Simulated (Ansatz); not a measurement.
The same path of CH₅ClGeOSi (10 atoms, charge 0, multiplicity 1) was run twice with different band settings. The coordinate that changes most is the dihedral O3–Si4–Ge5–H10.

The calculation used RKS LDA/def2-SVP in Ansatz.

Relaxed end points:

```xyz
10
Properties=species:S:1:pos:R:3
Cl -1.324 -2.974 -1.016
C -0.827 -1.631 0.025
O -1.658 -0.515 -0.007
Si -0.140 -0.091 -0.724
Ge 1.012 1.532 0.515
H -0.580 -2.023 1.034
H -0.188 -0.006 -2.222
H 1.059 1.066 1.984
H 0.281 2.889 0.435
H 2.448 1.701 -0.020
```

```xyz
10
Properties=species:S:1:pos:R:3
Cl -2.175 -2.456 -0.924
C -1.528 -0.976 -0.198
O -1.361 0.093 -1.073
Si 0.202 -0.451 -0.563
Ge 1.344 1.165 0.695
H -2.085 -0.755 0.737
H 0.928 -1.248 -1.608
H 2.614 0.560 1.327
H 0.397 1.658 1.806
H 1.747 2.358 -0.197
```

Common settings: spring 5.0 eV/Å²; optimiser quadratic models (default); start path IDPP; force threshold 0.05 eV/Å; iteration limit 60; end points relaxed.

| run | movable images | climbing image |
| --- | --- | --- |
| 1 | 7 | yes |
| 2 | 4 | no |

Task: What does each run give, and how far can it be trusted?

Result: Run 1: converged after 5 iterations, highest image 0.027 eV above the first end. A vibrational analysis at the climbing image gives one clearly imaginary mode, 79i cm⁻¹: a first-order saddle point.
Run 2: converged after 5 iterations, highest image 0.025 eV above the first end. No image climbed, so the highest image needn't sit at the top of the path.
